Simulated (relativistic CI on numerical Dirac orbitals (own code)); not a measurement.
# d1 to d9 in one octahedral field

Computed with a parametric ligand-field model without spin-orbit coupling, by exact diagonalisation: B = 590, C = 2270, 10Dq = 23500 cm⁻¹ (Oh; |10Dq|/B = 39.8) for every shell. Energies in cm⁻¹; the field energy is (0.6 n_e − 0.4 n_t2) × 10Dq of the ground term; g labels are left out.

```csv
Shell,Ground term,Electrons in e,Field energy,First spin-allowed bands,Lowest term of other spin
d1,2T2,0.000,-9400,2E 23500,
d2,3T1,0.014,-18460,"3T2 22159, 3T1 29667",1T2 8328
d3,4A2,0.000,-28200,"4T2 23500, 4T1 29915",2E 11356
d4,3T1,0.021,-37107,"3E 21368, 3T1 21919",1T2 6861
d5,2T2,0.039,-46084,"2A2 20565, 2T1 20781",4T1 12545
d6,1A1,0.028,-55739,"1T1 21929, 1T2 30038",3T1 17059
d7,?,?,?,?,?
d8,3A2,2.000,-28200,"3T2 23500, 3T1 29915",1E 9172
d9,2E,3.000,-14100,2T2 23500,
```

(1) Fill in the row of d7.

Results:

(1) Ground term: 2E; Electrons in e: 1.020; Field energy: -41835; First spin-allowed bands: 2T1 21791, 2T2 22308; Lowest term of other spin: 4T1 12260. Low spin: d4, d5, d6, d7; the other shells keep the spin of the free ion. Only d4 to d7 can choose; the field needed to pair spins is smallest for d6 and largest for d5, which loses most exchange energy. In the strong-field picture 10Dq must exceed about 6B + 5C = 14890 (d4), 7.5B + 5C = 15775 (d5), 2.5B + 4C = 10555 (d6) and 4B + 4C = 11440 (d7); mixing of terms shifts these bounds somewhat.
